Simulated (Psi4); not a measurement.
Complex: HCl (SMILES Cl) (first 2 atoms) with CO (SMILES [C-]#[O+]); geometry from B3LYP-D3(BJ)/def2-TZVP, rigid monomers moved along the line of their centres of mass till H2···C3 is 4.12 Å.
(charge 0, multiplicity 1):
```xyz
4

Cl     0.2402    -0.0952    -0.2346
H      0.1692    -0.1069     1.0512
C     -0.0400    -0.1475     5.1616
O     -0.0992    -0.1567     6.2827
```

Computed with Psi4 1.11 with SAPT0/jun-cc-pV(D+d)Z.

Q: Give the four SAPT terms and the total, and say what mostly holds the pair together.

A: electrostatics -1.1, exchange 0.0, induction -0.1, dispersion -0.3, total -1.4 kJ/mol; the largest attraction is electrostatics.
